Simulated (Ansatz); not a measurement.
Consider the ligand exchange at a B–O bond: `BOC[SiH2]Br` + `C1N[SiH2]1` → `BN1C[SiH2]1` + `OC[SiH2]Br`.

Isolated molecules relaxed with PBE0-D4/def2-TZVP in Ansatz; ΔE leaves out vibrations. CCSD(T)/CBS adds triple-zeta CCSD(T) − MP2 to the extrapolated MP2 energy (def2 sets, frozen cores). Functionals use def2-TZVPP. B3LYP here is the variant with VWN-RPA as its local correlation; programs differ in this. For Br outer-core shells are correlated without core-valence functions, which leaves a few kJ/mol of doubt a bond. Scalar relativity is left out up to krypton. One conformer a species, not always the lowest.

```json
{"level": "PBE-D4", "ΔE (kJ/mol)": "-1.0", "difference from CCSD(T)/CBS": "-5.7"}
{"level": "r2SCAN-D4", "ΔE (kJ/mol)": "2.1", "difference from CCSD(T)/CBS": "-2.6"}
{"level": "PBE0-D4", "ΔE (kJ/mol)": "-0.9", "difference from CCSD(T)/CBS": "-5.6"}
{"level": "B3LYP-D4", "ΔE (kJ/mol)": "2.1", "difference from CCSD(T)/CBS": "-2.6"}
{"level": "ωB97X-V", "ΔE (kJ/mol)": "4.0", "difference from CCSD(T)/CBS": "-0.7"}
{"level": "ωB97M-V", "ΔE (kJ/mol)": "3.2", "difference from CCSD(T)/CBS": "-1.5"}
{"level": "B2PLYP", "ΔE (kJ/mol)": "3.2", "difference from CCSD(T)/CBS": "-1.5"}
{"level": "PBE", "ΔE (kJ/mol)": "-1.5", "difference from CCSD(T)/CBS": "-6.2"}
{"level": "r2SCAN", "ΔE (kJ/mol)": "1.8", "difference from CCSD(T)/CBS": "-2.9"}
{"level": "PBE0", "ΔE (kJ/mol)": "-1.4", "difference from CCSD(T)/CBS": "-6.1"}
{"level": "B3LYP", "ΔE (kJ/mol)": "1.5", "difference from CCSD(T)/CBS": "-3.2"}
{"level": "HF/def2-TZVPP", "ΔE (kJ/mol)": "5.3", "difference from CCSD(T)/CBS": "0.6"}
{"level": "MP2/def2-TZVPP", "ΔE (kJ/mol)": "3.0", "difference from CCSD(T)/CBS": "-1.7"}
{"level": "SCS-MP2/def2-TZVPP", "ΔE (kJ/mol)": "4.4", "difference from CCSD(T)/CBS": "-0.3"}
{"level": "CCSD/def2-TZVPP", "ΔE (kJ/mol)": "4.9", "difference from CCSD(T)/CBS": "0.2"}
{"level": "CCSD(T)/def2-TZVPP", "ΔE (kJ/mol)": "5.2", "difference from CCSD(T)/CBS": "0.5"}
{"level": "HF/def2-QZVPP", "ΔE (kJ/mol)": "6.0", "difference from CCSD(T)/CBS": "1.3"}
{"level": "MP2/def2-QZVPP", "ΔE (kJ/mol)": "2.9", "difference from CCSD(T)/CBS": "-1.8"}
{"level": "SCS-MP2/def2-QZVPP", "ΔE (kJ/mol)": "4.2", "difference from CCSD(T)/CBS": "-0.5"}
{"level": "HF/CBS(def2)", "ΔE (kJ/mol)": "6.0", "difference from CCSD(T)/CBS": "1.3"}
{"level": "MP2/CBS(def2)", "ΔE (kJ/mol)": "2.5", "difference from CCSD(T)/CBS": "-2.2"}
{"level": "CCSD/CBS(def2)", "ΔE (kJ/mol)": "4.4", "difference from CCSD(T)/CBS": "-0.3"}
{"level": "CCSD(T)/CBS", "ΔE (kJ/mol)": "4.7", "difference from CCSD(T)/CBS": "0"}
```

Largest T1 diagnostic among the species: 0.014.
